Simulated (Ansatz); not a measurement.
A run for Ansatz (an electronic-structure program): U-B3LYP/def2-TZVPP on BiCl3 (SMILES [Cl][Bi]([Cl])[Cl]), a point of a bond scan (R = 6.616 Å). Elements past Kr take the def2 small-core potentials; no spin–orbit coupling.

Ansatz 0.2 input:
```yaml
crystal:
  periodic: [false, false, false]
  atoms:
    - {symbol: Bi, position_ang: [0.00034813, 0.00075578, 0.45198192]}
    - {symbol: Cl, position_ang: [-5.04591183, -2.84240068, -2.74580091]}
    - {symbol: Cl, position_ang: [0.02324247, 2.14208345, -0.73918069]}
    - {symbol: Cl, position_ang: [1.84369489, -1.09350832, -0.73517245]}
basis:
  gaussian:
    orbitals: def2-TZVPP
hamiltonian:
  xc: {name: B3LYP}
magnetization: {spin_polarized: true, initial_magnetization: 0}
```

Problem. Predict the final total energy.

Solution. -1595.4183 hartree. Its determinant has ⟨S²⟩ = 0.85, a mixture of spin states.

Problem. How many basis functions does it have, and what does it roughly cost on one machine?

Solution. 176 functions; around 4 core-minutes (rough).
